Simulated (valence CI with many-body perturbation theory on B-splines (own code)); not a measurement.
## How close is CI+MBPT for Ar4+?

Level of theory: relativistic CI+MBPT: four valence electrons over a frozen Dirac-Fock core [Ne], radial functions for each j: 11 s, 11 p, 10 d, 8 f, 5 g, 2 h, with the one-electron correlation potential Σ1, the two-electron term Σ2, the three-electron term Σ3, Breit, model QED; selected CI, second order for the rest, scaled by the run's own slope (own B-spline code, finite nucleus).

Set against measurement, 36 paired levels are off by 108 cm⁻¹ on average, the worst by 350. These come from a selection out of Saloman, J. Phys. Chem. Ref. Data 39, 033101 (2010). Levels without a partner in it may be off by more. Among the levels kept, up to 930 cm⁻¹ of a level comes from second order outside the variational space, and about a tenth of that is noise between levels of different J, which matters for small intervals. 7 measured levels below the end of the list, from 252141 cm⁻¹ on, found no clear computed partner, and computed levels of the same name lie up to 12927 cm⁻¹ from them.

Measured levels: Saloman, J. Phys. Chem. Ref. Data 39, 033101 (2010). Pairs share parity and J, and are chosen by configuration, term and nearness in energy; levels without a clear partner are left out. Energies in cm⁻¹ above the measured ground level.

Names give the largest LS component (configuration and term), which can be under half, so a name can repeat, a term be missing and a line seem to break the LS rules; names also repeat where a configuration has a term twice.

```tsv
Computed label	Label in the source	Measured	Computed	Difference
3s2 3p2 3P_0	3s2 3p2 3P	0	0.0	0
3s2 3p2 3P_1	3s2 3p2 3P	763.2	765.1	+2
3s2 3p2 3P_2	3s2 3p2 3P	2028.8	2033.7	+5
3s2 3p2 1D_2	3s2 3p2 1D	16298.7	16416.2	+118
3s2 3p2 1S_0	3s2 3p2 1S	37912.4	38141.2	+229
3s 3p3 3D°_1	3s 3p3 3D°	121628.7	121557.4	-71
3s 3p3 3D°_2	3s 3p3 3D°	121675	121603.5	-71
3s 3p3 3D°_3	3s 3p3 3D°	121803.1	121733.0	-70
3s 3p3 3P°_2	3s 3p3 3P°	141762.6	141805.5	+43
3s 3p3 3P°_1	3s 3p3 3P°	141770.5	141815.1	+45
3s 3p3 3P°_0	3s 3p3 3P°	141892.6	141807.9	-85
3s 3p3 1D°_2	3s 3p3 1D°	154211.4	154145.9	-65
3s 3p3 3S°_1	3s 3p3 3S°	191536.8	191811.6	+275
3s 3p3 1P°_1	3s 3p3 1P°	195355.7	195669.3	+314
3s2 3p 3d 3P°_2	3s2 3p 3d 3P°	217572	217668.0	+96
3s2 3p 3d 3P°_1	3s2 3p 3d 3P°	218287	218371.8	+85
3s2 3p 3d 3P°_0	3s2 3p 3d 3P°	218647	218724.0	+77
3s2 3p 3d 1D°_2	3s2 3p 3d 1D°	221815	222109.2	+294
3s2 3p 3d 3D°_1	3s2 3p 3d 3D°	224219	224333.8	+115
3s2 3p 3d 3D°_2	3s2 3p 3d 3D°	224498	224623.5	+126
3s2 3p 3d 3D°_3	3s2 3p 3d 3D°	224706	224834.5	+129
3s2 3p 3d 1F°_3	3s2 3p 3d 1F°	245328	245678.1	+350
3p4 3P_2	3p4 3P	264430.1	264303.8	-126
3p4 3P_1	3p4 3P	265587.6	265461.3	-126
3p4 3P_0	3p4 3P	266075	265954.3	-121
3s2 3p 4s 3P°_0	3s2 3p 4s 3P°	295731	295694.7	-36
3s2 3p 4s 3P°_1	3s2 3p 4s 3P°	296231	296208.7	-22
3s2 3p 4s 3P°_2	3s2 3p 4s 3P°	297878	297855.0	-23
3s2 3p 4s 1P°_1	3s2 3p 4s 1P°	301290	301277.8	-12
3s2 3p 4d 3D°_2	3s2 3p 4d 3D°	397476	397361.4	-115
3s2 3p 4d 3D°_1	3s2 3p 4d 3D°	397545	397436.4	-109
3s2 3p 4d 3D°_3	3s2 3p 4d 3D°	397800	397710.8	-89
3s2 3p 4d 3F°_2	3s2 3p 4d 3F°	398987	398871.4	-116
3s2 3p 4d 3F°_3	3s2 3p 4d 3F°	399487	399374.3	-113
3s2 3p 4d 3P°_2	3s2 3p 4d 3P°	402652	402563.4	-89
3s2 3p 4d 3P°_1	3s2 3p 4d 3P°	403185	403087.9	-97
3s2 3p 4d 1F°_3	3s2 3p 4d 1F°	404656	404678.2	+22
```

Over 36 excited levels the mean absolute difference is 108 cm⁻¹, the median 93 and the largest 350. The comparison draws on a selection of the measured levels: 37 of the 187 computed ones have a partner in it, and others may be off by more.

These 7 measured levels below the end of the computed list are not counted above. Beside each stands the unpaired computed level of its name, or else the nearest of its J and parity; the gap is either an error of the method or a doubtful assignment.

```
Label in the source  J  Measured      Unpaired level  Computed
      3s2 3p 3d 1P°  1    252141     3s2 3p 3d 1P°_1    253409
             3p4 1D  2    278523            3p4 1D_2    272382
             3p4 1S  0    324862            3p4 1S_0    311935
   3s 3p2(3P) 3d 1F  3    411173  3s 3p2 3d 1F_3 [b]    406795
      3s2 3p 5s 3P°  1    430331     3s2 3p 5s 3P°_1    431736
      3s2 3p 5s 3P°  2    432044     3s2 3p 5s 3P°_2    433602
      3s2 3p 5s 1P°  1    432378     3s2 3p 5s 1P°_1    434766
```
